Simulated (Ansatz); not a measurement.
The multiplicity is imposed and other spin states were not computed.

Species: [Ag(CNH)(OH)] (charge 0, multiplicity 1).

**Question.** Give a relaxed geometry from r2SCAN-D4/def2-SVP run with Ansatz (a first-principles code).

**Answer.** Several could match; the one computed here: the end point of this relaxation, one of several conformers.
Cartesian coordinates (Å) in one orientation:
```xyz
6

Ag    -0.178     0.035    -0.177
N     -1.848     0.387    -2.790
C     -1.215     0.267    -1.811
H     -2.392     0.487    -3.629
O      0.898    -0.128     1.451
H      0.701    -0.953     1.915
```
